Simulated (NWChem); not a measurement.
System: SbH, triplet; SMILES [SbH]

Here is an NWChem input.

```
start job
memory heap 200 mb stack 900 mb global 1100 mb
geometry units angstroms noautoz
  Sb     0.000000     0.000000    -0.012455
  H      0.000000     0.000000     1.704553
end
basis spherical
  Sb library def2-svp
  H library def2-svp
end
ecp
  Sb library def2-ecp
end
dft
  odft
  mult 3
  xc xpbe96 cpbe96
  iterations 150
  mulliken
end
task dft gradient
```

Output (shortened):

```
             Northwest Computational Chemistry Package (NWChem) 7.3.0
             --------------------------------------------------------

 ORDER OF PRIMARY AXIS IS BEING SET TO 4
 C4V symmetry detected

                             Geometry "geometry" -> ""
                             -------------------------

 Output coordinates in angstroms (scale by  1.889725989 to convert to a.u.)

  No.       Tag          Charge          X              Y              Z
 ---- ---------------- ---------- -------------- -------------- --------------
    1 Sb                  51.0000     0.00000000     0.00000000    -0.03301938
    2 H                    1.0000     0.00000000     0.00000000     1.68398862

 Effective nuclear repulsion energy (a.u.)      15.7180628739

      Symmetry information
      --------------------

 Group name             C4v
 Group number             18
 Group order               8
 No. of unique centers     2

 Summary of "ao basis" -> "ao basis" (spherical)
 ------------------------------------------------------------------------------
       Tag                 Description            Shells   Functions and Types
 ---------------- ------------------------------  ------  ---------------------
 Sb                         def2-svp                10       26   4s4p2d
 H                          def2-svp                 3        5   2s1p

      Symmetry analysis of basis
      --------------------------

        a1         13
        a2          0
        b1          2
        b2          2
        e          14

            General Information
            -------------------
          SCF calculation type: DFT
          Wavefunction type:  spin polarized.
          No. of atoms     :     2
          No. of electrons :    24
           Alpha electrons :    13
            Beta electrons :    11
          Charge           :     0
          Spin multiplicity:     3
          Use of symmetry is: on ; symmetry adaption is: on
          Maximum number of iterations: 150
          AO basis - number of functions:    31
                     number of shells:    13
          Convergence on energy requested:  1.00D-06
          Convergence on density requested:  1.00D-05
          Convergence on gradient requested:  5.00D-04

              XC Information
              --------------
          PerdewBurkeErnzerhof Exchange Functional  1.000
            Perdew 1991 LDA Correlation Functional  1.000 local
           PerdewBurkeErnz. Correlation Functional  1.000 non-local

             Grid Information
             ----------------
          Grid used for XC integration:  medium
          Radial quadrature: Mura-Knowles
          Angular quadrature: Lebedev.
          Tag              B.-S. Rad. Rad. Pts. Rad. Cut. Ang. Pts.
          ---              ---------- --------- --------- ---------
          Sb                  1.45      123           7.0       590
          H                   0.35       45           8.0       434
          Grid pruning is: on
          Number of quadrature shells:   168
          Spatial weights used:  Erf1

      Superposition of Atomic Density Guess
      -------------------------------------

 Sum of atomic energies:        -278.11159337

      Non-variational initial energy
      ------------------------------

 Total energy =    -239.571053
 1-e energy   =    -434.018407
 2-e energy   =     187.358816
 HOMO         =      -0.153760
 LUMO         =      -0.153760

 !!!!!!!!!!!!!!!!!!!!!!!!!!!!!!!!!!!!!!!!!!!!!!!!!!!!!!!!!!!!!!!!!!!!!!
 Warning - the HOMO and LUMO are degenerate and you are using symmetry.
 This can lead to non-variational energies and poor convergence.
 Modify the initial guess, or use an open-shell wavefunction, or turn
 off symmetry.
 !!!!!!!!!!!!!!!!!!!!!!!!!!!!!!!!!!!!!!!!!!!!!!!!!!!!!!!!!!!!!!!!!!!!!!

   Symmetry analysis of molecular orbitals - initial alpha
   -------------------------------------------------------

 !! scf_movecs_sym_adapt:    4 vectors were symmetry contaminated

  Symmetry fudging

 !! scf_movecs_sym_adapt:    4 vectors were symmetry contaminated

  Numbering of irreducible representations:

     1 a1          2 a2          3 b1          4 b2          5 e

  Orbital symmetries:

     1 a1          2 a1          3 e           4 e           5 a1
     6 e           7 e           8 b1          9 b2         10 a1
    11 a1         12 e          13 e          14 a1         15 a1
    16 a1         17 e          18 e          19 e          20 e
    21 b2         22 b1         23 a1

   Symmetry analysis of molecular orbitals - initial beta
   ------------------------------------------------------

 !! scf_movecs_sym_adapt:    4 vectors were symmetry contaminated

  Symmetry fudging

 !! scf_movecs_sym_adapt:    4 vectors were symmetry contaminated

  Numbering of irreducible representations:

     1 a1          2 a2          3 b1          4 b2          5 e

  Orbital symmetries:

     1 a1          2 a1          3 e           4 e           5 a1
     6 e           7 e           8 b1          9 b2         10 a1
    11 a1         12 e          13 e          14 a1         15 a1
    16 a1         17 e          18 e          19 e          20 e
    21 b2         22 b1         23 a1

     ---------------------------------------------
      Total Density - Mulliken Population Analysis
     ---------------------------------------------

    Atom       Charge   Shell Charges
 -----------   ------   -------------------------------------------------------
    1 Sb  23    22.93   2.11 -0.08  1.22  0.69  2.96  3.05  1.33  1.62  9.81  0.21
    2 H    1     1.07   0.64  0.42  0.01

     --------------------------------------------
      Spin Density - Mulliken Population Analysis
     --------------------------------------------

    Atom       Charge   Shell Charges
 -----------   ------   -------------------------------------------------------
    1 Sb  23     2.00   0.00  0.00  0.00  0.00 -0.04  0.05  0.80  1.18  0.00  0.00
    2 H    1     0.00   0.00  0.00  0.00

   convergence    iter        energy       DeltaE   RMS-Dens  Diis-err
 ---------------- ----- ----------------- --------- --------- ---------
 d= 0,ls=0.0,diis     1   -240.7811017310 -2.48D+02  1.34D-02  2.00D-02
                                                     1.16D-02  1.19D-02
 d= 0,ls=0.0,diis     2   -240.7940271613 -1.29D-02  3.98D-03  2.28D-03
                                                     3.75D-03  1.56D-03
 d= 0,ls=0.0,diis     3   -240.7956081035 -1.58D-03  9.22D-04  5.39D-04
                                                     7.72D-04  4.40D-04
 d= 0,ls=0.0,diis     4   -240.7958496477 -2.42D-04  1.42D-04  2.46D-06
                                                     4.61D-05  4.34D-07
 d= 0,ls=0.0,diis     5   -240.7958509873 -1.34D-06  4.64D-05  8.41D-07
                                                     6.21D-05  1.20D-06
  Resetting Diis
 d= 0,ls=0.0,diis     6   -240.7958520642 -1.08D-06  2.42D-05  1.21D-07
                                                     1.14D-05  3.31D-08
 d= 0,ls=0.0,diis     7   -240.7958521871 -1.23D-07  3.47D-06  1.68D-09
                                                     1.02D-06  3.54D-10

         Total DFT energy =     -240.795852187102
      One electron energy =     -434.451822716279
           Coulomb energy =      206.275557399723
    Exchange-Corr. energy =      -19.708125029362
 Nuclear repulsion energy =        7.088538158816

 Numeric. integr. density =       23.999989025399

                  Occupations of the irreducible representations
                  ----------------------------------------------

                     irrep           alpha         beta
                     --------     --------     --------
                     a1                5.0          5.0
                     a2                0.0          0.0
                     b1                1.0          1.0
                     b2                1.0          1.0
                     e                 6.0          4.0

                    DFT Final Alpha Molecular Orbital Analysis
                    ------------------------------------------

 Vector   11  Occ=1.000000D+00  E=-2.807391D-01  Symmetry=a1
              MO Center= -3.4D-16, -3.0D-16,  4.5D-01, r^2= 2.6D+00
   Bfn.  Coefficient  Atom+Function         Bfn.  Coefficient  Atom+Function
  ----- ------------  ---------------      ----- ------------  ---------------
    13      0.427575  1 Sb pz                27      0.363783  2 H  s
     3     -0.293834  1 Sb s                 16      0.241518  1 Sb pz
    28      0.241306  2 H  s                  4     -0.226881  1 Sb s
    10     -0.161669  1 Sb pz                 1      0.132026  1 Sb s
     7     -0.130654  1 Sb pz                 2      0.092928  1 Sb s

 Vector   12  Occ=1.000000D+00  E=-1.953897D-01  Symmetry=e
              MO Center= -1.6D-16, -8.1D-16, -5.3D-03, r^2= 2.6D+00
   Bfn.  Coefficient  Atom+Function         Bfn.  Coefficient  Atom+Function
  ----- ------------  ---------------      ----- ------------  ---------------
    12      0.447416  1 Sb py                15      0.413916  1 Sb py
    11      0.389707  1 Sb px                14      0.360528  1 Sb px
     9     -0.162157  1 Sb py                 8     -0.141242  1 Sb px
     6     -0.130604  1 Sb py                 5     -0.113758  1 Sb px

 Vector   13  Occ=1.000000D+00  E=-1.953897D-01  Symmetry=e
              MO Center= -5.6D-16, -2.6D-16, -5.3D-03, r^2= 2.6D+00
   Bfn.  Coefficient  Atom+Function         Bfn.  Coefficient  Atom+Function
  ----- ------------  ---------------      ----- ------------  ---------------
    11      0.447416  1 Sb px                14      0.413916  1 Sb px
    12     -0.389707  1 Sb py                15     -0.360528  1 Sb py
     8     -0.162157  1 Sb px                 9      0.141242  1 Sb py
     5     -0.130604  1 Sb px                 6      0.113758  1 Sb py

 Vector   14  Occ=0.000000D+00  E=-1.592847D-02  Symmetry=a1
              MO Center= -2.8D-16, -2.2D-16,  3.5D-01, r^2= 4.0D+00
   Bfn.  Coefficient  Atom+Function         Bfn.  Coefficient  Atom+Function
  ----- ------------  ---------------      ----- ------------  ---------------
    28      1.207148  2 H  s                 16     -1.026343  1 Sb pz
     4     -0.519341  1 Sb s                 13     -0.374769  1 Sb pz
    27      0.321320  2 H  s                  3     -0.298268  1 Sb s
    19     -0.135889  1 Sb d  0              10      0.132230  1 Sb pz
     1      0.108940  1 Sb s                 24      0.106339  1 Sb d  0

 Vector   15  Occ=0.000000D+00  E= 1.410017D-01  Symmetry=a1
              MO Center=  2.1D-16, -5.5D-18,  2.5D-01, r^2= 4.1D+00
   Bfn.  Coefficient  Atom+Function         Bfn.  Coefficient  Atom+Function
  ----- ------------  ---------------      ----- ------------  ---------------
     3      2.177617  1 Sb s                  4     -2.181789  1 Sb s
    16     -0.397332  1 Sb pz                 1     -0.329447  1 Sb s
     2     -0.303979  1 Sb s                 28      0.275734  2 H  s
    24      0.173377  1 Sb d  0              27      0.150568  2 H  s
    13      0.103479  1 Sb pz                19     -0.099274  1 Sb d  0

 Vector   16  Occ=0.000000D+00  E= 2.343909D-01  Symmetry=a1
              MO Center=  4.2D-16,  2.1D-16, -7.2D-02, r^2= 4.8D+00
   Bfn.  Coefficient  Atom+Function         Bfn.  Coefficient  Atom+Function
  ----- ------------  ---------------      ----- ------------  ---------------
    13      1.300137  1 Sb pz                16     -1.086914  1 Sb pz
     4      0.544385  1 Sb s                  3     -0.458404  1 Sb s
    28     -0.380973  2 H  s                 10     -0.239030  1 Sb pz
    27      0.204914  2 H  s                  7     -0.193304  1 Sb pz
    24      0.178052  1 Sb d  0               1      0.074834  1 Sb s

                     DFT Final Beta Molecular Orbital Analysis
                     -----------------------------------------

 Vector    9  Occ=1.000000D+00  E=-1.201583D+00  Symmetry=b1
              MO Center= -1.6D-15,  8.0D-16, -3.3D-02, r^2= 3.5D-01
   Bfn.  Coefficient  Atom+Function         Bfn.  Coefficient  Atom+Function
  ----- ------------  ---------------      ----- ------------  ---------------
    21      0.979069  1 Sb d  2              26      0.057942  1 Sb d  2

 Vector   10  Occ=1.000000D+00  E=-4.688698D-01  Symmetry=a1
              MO Center=  2.5D-17, -4.1D-17,  3.8D-01, r^2= 1.6D+00
   Bfn.  Coefficient  Atom+Function         Bfn.  Coefficient  Atom+Function
  ----- ------------  ---------------      ----- ------------  ---------------
     3      0.834122  1 Sb s                  1     -0.381187  1 Sb s
     2     -0.250643  1 Sb s                  4      0.236475  1 Sb s
    27      0.209589  2 H  s                 13      0.087680  1 Sb pz
    28      0.071087  2 H  s                 19     -0.048183  1 Sb d  0
    10     -0.034698  1 Sb pz                 7     -0.027974  1 Sb pz

 Vector   11  Occ=1.000000D+00  E=-2.653685D-01  Symmetry=a1
              MO Center= -3.0D-16, -2.1D-16,  4.2D-01, r^2= 2.6D+00
   Bfn.  Coefficient  Atom+Function         Bfn.  Coefficient  Atom+Function
  ----- ------------  ---------------      ----- ------------  ---------------
    13     -0.396376  1 Sb pz                27     -0.381558  2 H  s
     3      0.365738  1 Sb s                 28     -0.279297  2 H  s
     4      0.256836  1 Sb s                 16     -0.208717  1 Sb pz
     1     -0.161758  1 Sb s                 10      0.152608  1 Sb pz
     7      0.122693  1 Sb pz                 2     -0.113673  1 Sb s

 Vector   12  Occ=0.000000D+00  E=-1.338873D-01  Symmetry=e
              MO Center=  4.6D-17, -2.3D-16, -1.3D-02, r^2= 2.7D+00
   Bfn.  Coefficient  Atom+Function         Bfn.  Coefficient  Atom+Function
  ----- ------------  ---------------      ----- ------------  ---------------
    15      0.527301  1 Sb py                12      0.519182  1 Sb py
    14     -0.226229  1 Sb px                11     -0.222745  1 Sb px
     9     -0.193074  1 Sb py                 6     -0.153659  1 Sb py
     8      0.082835  1 Sb px                 5      0.065924  1 Sb px

 Vector   13  Occ=0.000000D+00  E=-1.338873D-01  Symmetry=e
              MO Center= -4.0D-16, -8.1D-16, -1.3D-02, r^2= 2.7D+00
   Bfn.  Coefficient  Atom+Function         Bfn.  Coefficient  Atom+Function
  ----- ------------  ---------------      ----- ------------  ---------------
    14      0.527301  1 Sb px                11      0.519182  1 Sb px
    15      0.226229  1 Sb py                12      0.222745  1 Sb py
     8     -0.193074  1 Sb px                 5     -0.153659  1 Sb px
     9     -0.082835  1 Sb py                 6     -0.065924  1 Sb py

 Vector   14  Occ=0.000000D+00  E= 2.119920D-03  Symmetry=a1
              MO Center= -2.6D-16, -1.8D-16,  3.1D-01, r^2= 4.0D+00
   Bfn.  Coefficient  Atom+Function         Bfn.  Coefficient  Atom+Function
  ----- ------------  ---------------      ----- ------------  ---------------
    28      1.206693  2 H  s                 16     -1.023608  1 Sb pz
     4     -0.444405  1 Sb s                  3     -0.406483  1 Sb s
    13     -0.398526  1 Sb pz                27      0.295089  2 H  s
    10      0.139499  1 Sb pz                 1      0.132356  1 Sb s
    19     -0.119340  1 Sb d  0               7      0.110386  1 Sb pz

     ---------------------------------------------
      Total Density - Mulliken Population Analysis
     ---------------------------------------------

[...]

                         DFT ENERGY GRADIENTS

    atom               coordinates                        gradient
                 x          y          z           x          y          z
   1 Sb      0.000000   0.000000  -0.062398    0.000000   0.000000   0.006644
   2 H       0.000000   0.000000   3.182277    0.000000   0.000000  -0.006644
```

Level: PBE/def2-SVP with def2 effective core potentials on Sb, spin-unrestricted. Coordinates come from a PBE0-D3(BJ)/def2-TZVP, spin-unrestricted optimisation. No stability test was run on the SCF state. def2 effective core potentials on Sb; no spin-orbit coupling.
